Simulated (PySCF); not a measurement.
An element was calculated at r2SCAN (PySCF 2.14, spin-free X2C, a quadruple-zeta basis, no spin-orbit coupling), in the ground configurations that NIST lists.

```
electron affinity        : 0.570 eV
first ionisation energy  : 5.722 eV
second ionisation energy : 18.696 eV
third ionisation energy  : 28.228 eV
```

Which element is it?

Indium (In, Z = 49), in x2c-QZVPPall with one added diffuse shell each of s, p, d, f type. NIST lists 5.786, 18.870, 28.044 eV for these ionisation energies.
